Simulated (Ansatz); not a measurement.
Reaction (redistribution): `[SiH3]B[SiH2]Cl` + `[OH][GeH]([OH])[F]` → `[OH][GeH]([F])[SiH2]Cl` + `OB[SiH3]`

Program: Ansatz. Geometries: PBE0-D4/def2-TZVP. ΔE: electronic, gas phase. CCSD(T)/CBS adds triple-zeta CCSD(T) − MP2 to the extrapolated MP2 energy (def2 sets, frozen cores). Functionals use def2-TZVPP. B3LYP here is the variant with VWN-RPA as its local correlation; programs differ in this. For Ge outer-core shells are correlated without core-valence functions, which leaves a few kJ/mol of doubt a bond. Scalar relativity is left out up to krypton. Each species was taken in one conformer, which may not be the lowest.

(1) Is it downhill or uphill in electronic energy at CCSD(T)/CBS, and by how much? (An estimate is asked.)

(2) What do these levels give: PBE-D4, r2SCAN-D4, PBE0-D4, B3LYP-D4, B2PLYP, PBE, HF/def2-TZVPP, MP2/def2-TZVPP, CCSD/def2-TZVPP, SCS-MP2/def2-QZVPP, HF/CBS(def2), CCSD/CBS(def2)? (An estimate is asked.)

Largest T1 diagnostic among the species: 0.014.

Results:

(1) Ansatz gave: Downhill: ΔE = -106.2 kJ/mol.

(2) Ansatz gave: PBE-D4 -119.9, r2SCAN-D4 -109.8, PBE0-D4 -113.7, B3LYP-D4 -116.9, B2PLYP -111.1, PBE -119.5, HF/def2-TZVPP -93.4, MP2/def2-TZVPP -104.7, CCSD/def2-TZVPP -101.3, SCS-MP2/def2-QZVPP -103.5, HF/CBS(def2) -93.2, CCSD/CBS(def2) -103.9 kJ/mol.

In def2-TZVPP, CCSD(T) changes the Hartree–Fock value by −10.2 kJ/mol (the triples alone add −2.3 kJ/mol) and MP2 by −11.2 kJ/mol. From PBE to PBE0 (25 % exact exchange), in def2-TZVPP and without D4, ΔE moves by +6.3 kJ/mol.
